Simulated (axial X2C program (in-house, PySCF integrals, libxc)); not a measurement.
Potential curves of AuB, two-component

Calculated with an axial X2C code built on PySCF integrals. Two-component (2c) means X2C with spin–orbit coupling and atomic mean-field two-electron Coulomb and Gaunt terms. Basis: Au dyall-cv3z [13s14p9d6f4g], B dyall-v3z [7s6p2d1f] (cores contracted in-house); Gaussian nuclei, density fitting, unrestricted open shells. Masses: Au 196.967 u, B 11.009 u.

State: Ω = 0 (closed shell). Energies in eV from the fragments at the same level (Au + B). Fits are polynomials in 1 − R0/R over 0.85 to 1.23 times the lowest point R0.

| R (Å) | MP2 |
| --- | --- |
| 1.7481 | -3.7385 |
| 1.8057 | -3.8723 |
| 1.8634 | -3.9114 |
| 1.9210 | -3.8802 |
| 1.9882 | -3.7804 |
| 2.0555 | -3.6333 |
| 2.1419 | -3.4015 |
| 2.2476 | -3.0835 |

Correlated methods: 14 electrons correlated (number of frozen shells: Au 5 s, 4 p, 2 d, 1 f; B 1 s), 266 virtual spin orbitals or spinors in MP2.

One determinant describes the state; a PBE0 search over occupations chose it and may have missed a lower one. The closed shell is kept restricted, so the energy runs too high when the bond is stretched far. Dissociation energies refer to the lowest single-determinant-based atoms at the same level and basis. The 2c atoms are single determinants rather than J levels; their spin–orbit lowering is only partly caught, and De is too large by that part. This holds for MP2. MP2 and coupled cluster on one determinant become unreliable at the stretched end.

Question: What are Re, ωe and De at the MP2 level?

Answer: At MP2, 2c: Re = 1.864 Å, ωe ≈ 739 cm⁻¹, De = 3.91 eV to Au + B; Be follows as 0.466 cm⁻¹.
